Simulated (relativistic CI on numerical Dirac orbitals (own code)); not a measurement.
Radial parameters of Re25+

These numbers are calculated, not measured: Dirac-Coulomb-Breit CI, orbitals from a KLI potential per configuration, model QED (radiative potential, 1s self-energy scaled to tabulated hydrogen-like ionisation energies), unscaled Slater integrals (own radial code, finite nucleus).

Slater integrals F^k, G^k are unscaled and averaged over j, outside the closed core [Ar] 3d10 4p6 4d10; ζ comes from projecting the Hamiltonian with its Breit term on Σ l·s of the shell.

- 4s2 4f4: F^2(4f,4f) = 233020, F^4(4f,4f) = 151380, F^6(4f,4f) = 110530, ζ(4f) = 8247.6 cm⁻¹; <r>(4f) = 0.4464, <r^2>(4f) = 0.2294 (bohr units).
- 4s2 4f3 5s: F^2(4f,4f) = 235650, F^4(4f,4f) = 153190, F^6(4f,4f) = 111880, ζ(4f) = 8470.3, G^3(4f,5s) = 33653 cm⁻¹; <r>(4f) = 0.4421, <r^2>(4f) = 0.225, <r>(5s) = 0.7952, <r^2>(5s) = 0.7044 (bohr units).
- 4s2 4f2 5s2: F^2(4f,4f) = 238540, F^4(4f,4f) = 155190, F^6(4f,4f) = 113380, ζ(4f) = 8696 cm⁻¹; <r>(4f) = 0.4376, <r^2>(4f) = 0.2202 (bohr units).

Averages of the first 10 configurations, taken without configuration mixing, which lowers the lowest level and can move excited configurations by several eV; other configurations of the list can lie among them:

| Configuration | Parity | States | Average energy above the lowest level (eV) |
| --- | --- | --- | --- |
| 4s2 4f4 | even | 1001 | 16.7 |
| 4s2 4f3 5s | odd | 728 | 122.5 |
| 4s2 4f2 5s2 | even | 91 | 238.4 |
| 4s2 4f3 5p | even | 2184 | 184.0 |
| 4s2 4f2 5s 5p | odd | 1092 | 297.1 |
| 4s2 4f2 5p2 | even | 1365 | 361.3 |
| 4s2 4f3 5d | odd | 3640 | 266.2 |
| 4s2 4f2 5s 5d | even | 1820 | 381.8 |
| 4s2 4f2 5p 5d | odd | 5460 | 443.7 |
| 4s2 4f3 5f | even | 5096 | 352.1 |
